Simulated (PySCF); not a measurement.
# C₆ coefficients of unlike pairs at CAM-B3LYP

Calculated with PySCF 2.14 from the dipole response of each species, C₆(A,B) = (3/π) ∫ α_A(iu) α_B(iu) du, in atomic units, from isotropic polarisabilities. For ions this is the dispersion term alone; charge-induced terms of lower order in 1/R come first.

```tsv
species	configuration	basis	relativity	α (bohr³)	C₆ (like pair)
Mg	[Ne] 3s2 (1S)	x2c-QZVPPall with one added diffuse shell each of s, p, d, f type (10s7p6d3f)	spin-free X2C	71.62	628.5
Cd²⁺	[Kr] 4d10 (1S)	aug-cc-pwCVTZ-PP with ECP28MDF (8s8p7d4f3g)	core potential	5.373	27.06
Ge	[Ar] 3d10 4s2 4p2 (3P)	aug-cc-pVQZ-DK (8s7p5d3f2g)	spin-free X2C	41.82	357.3
Ta	[Xe] 4f14 5d3 6s2 (4F)	aug-cc-pwCVDZ-PP with ECP60MDF (6s6p5d3f)	core potential	82.84	1055
```

Question: Estimate C₆ for Ta with Cd²⁺.

Answer: The integral gives 127.7. The combination rule 2 C_A C_B / (C_A α_B/α_A + C_B α_A/α_B) gives 117.6 and the geometric mean 169.0.

No spin-orbit coupling is included.

The other pairs:

```csv
pair,C₆
"Ge, Cd²⁺",78.34
"Cd²⁺, Mg",84.73
"Ge, Mg",456.2
"Ta, Mg",803.3
"Ta, Ge",609.6
```
